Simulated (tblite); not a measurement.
Compound: C3H3F2NSi.
SMILES with atom numbers: `[CH2:1]=[C:2]([C:3]#[N:4])[SiH:5]([F:6])[F:7]` (hydrogens: H8, H9 on C1; H10 on Si5)

Computed with GFN2-xTB (tblite), gas phase: L-BFGS steps from a force-field or distance-geometry start until the largest atomic force falls under 0.01 eV/Å.

Step 0: E = -601.4510 eV
```
atom  x, y, z in Å  |  force x, y, z in eV/Å
C1      0.4952    1.4470   -0.2072    0.148   0.905  -0.104
C2      0.3848    0.1442   -0.0100    2.394  -0.955  -0.031
C3      1.6236   -0.6294    0.1541   -0.803   0.466  -0.273
N4      2.5964   -1.2334    0.2431   -0.563   0.358   0.024
Si5    -1.2052   -0.7500    0.1103   -1.799  -1.268  -0.608
F6     -2.3485    0.0524   -0.8300    1.360  -1.142   1.000
F7     -0.9411   -2.3270   -0.4086   -0.578   1.992   0.543
H8     -0.4074    2.0489   -0.3181    0.515  -0.059  -0.044
H9      1.4787    1.9221   -0.2573   -0.538   0.007   0.022
H10    -1.6677   -0.6701    1.5014   -0.136  -0.301  -0.530
```

Step 1: E = -601.6671 eV
```
atom  x, y, z in Å  |  force x, y, z in eV/Å
C1      0.4973    1.4599   -0.2087    0.140  -0.744   0.133
C2      0.4190    0.1305   -0.0105    0.158   0.380  -0.245
C3      1.6121   -0.6227    0.1503    0.463  -0.204  -0.121
N4      2.5884   -1.2283    0.2434   -0.737   0.425   0.006
Si5    -1.2309   -0.7681    0.1016   -0.213  -0.215  -0.090
F6     -2.3291    0.0361   -0.8157    0.840  -0.847   0.570
F7     -0.9493   -2.2985   -0.4008   -0.540   1.178   0.259
H8     -0.4001    2.0480   -0.3187    0.218   0.054  -0.058
H9      1.4710    1.9222   -0.2570   -0.152   0.269  -0.009
H10    -1.6696   -0.6744    1.4938   -0.176  -0.297  -0.446
```

Step 2: E = -601.7112 eV
```
atom  x, y, z in Å  |  force x, y, z in eV/Å
C1      0.5007    1.4498   -0.2066    0.107   0.081  -0.013
C2      0.4333    0.1334   -0.0153   -0.626  -0.391  -0.093
C3      1.6173   -0.6245    0.1465   -2.048   1.412  -0.362
N4      2.5715   -1.2184    0.2436    2.042  -1.330   0.281
Si5    -1.2434   -0.7782    0.0971    0.776   0.607   0.631
F6     -2.3065    0.0143   -0.8000    0.137  -0.374  -0.021
F7     -0.9625   -2.2664   -0.3933   -0.373   0.071  -0.116
H8     -0.3934    2.0488   -0.3201    0.251  -0.061  -0.027
H9      1.4655    1.9274   -0.2570   -0.058   0.264  -0.007
H10    -1.6737   -0.6815    1.4827   -0.207  -0.278  -0.274
```

Step 3: E = -601.7281 eV
```
atom  x, y, z in Å  |  force x, y, z in eV/Å
C1      0.5037    1.4431   -0.2053    0.007   0.673  -0.119
C2      0.4325    0.1326   -0.0192   -0.934  -0.443  -0.056
C3      1.6012   -0.6121    0.1411    2.046  -1.216   0.109
N4      2.5822   -1.2261    0.2465   -1.553   0.921  -0.107
Si5    -1.2409   -0.7766    0.1014    0.958   0.758   0.870
F6     -2.2930   -0.0012   -0.7919   -0.245  -0.075  -0.350
F7     -0.9735   -2.2487   -0.3906   -0.261  -0.472  -0.293
H8     -0.3876    2.0487   -0.3211    0.241  -0.098  -0.011
H9      1.4623    1.9332   -0.2572   -0.023   0.192  -0.002
H10    -1.6780   -0.6883    1.4739   -0.236  -0.241  -0.042
```

Task: Estimate the geometry and energy of step 4. (The exact step hangs on the optimiser's Hessian estimate; all steps are aligned on step 3, rigid shifts and turns removed.)

Result: E = -601.7739 eV, largest force 0.759 eV/Å
```
atom  x, y, z in Å  |  force x, y, z in eV/Å
C1      0.5036    1.4519   -0.2069    0.013  -0.420   0.043
C2      0.4206    0.1259   -0.0191    0.030   0.443  -0.152
C3      1.6087   -0.6160    0.1411    0.642  -0.402  -0.042
N4      2.5804   -1.2254    0.2467   -0.597   0.358  -0.010
Si5    -1.2281   -0.7664    0.1120    0.287   0.126   0.228
F6     -2.2982    0.0002   -0.7975    0.116  -0.297  -0.032
F7     -0.9751   -2.2576   -0.3947   -0.334   0.151  -0.062
H8     -0.3854    2.0475   -0.3210    0.067   0.064  -0.039
H9      1.4626    1.9349   -0.2572    0.036   0.201  -0.009
H10    -1.6802   -0.6903    1.4742   -0.261  -0.225   0.074
```

The energy changes by -0.0458 eV. The first-order estimate −F·Δx gives -0.0838 eV and the mean of the old and new forces, exact on a quadratic surface, -0.0459 eV. The step makes an angle of 41° with the force vector and moves no atom by more than 0.019 Å.

What follows is the cost of the whole relaxation. Hardware: one thread, Arm Neoverse N1 (aarch64), no GPU, shared host with 64 logical CPUs at a one-minute load of 50. Cost: 0.56 s.
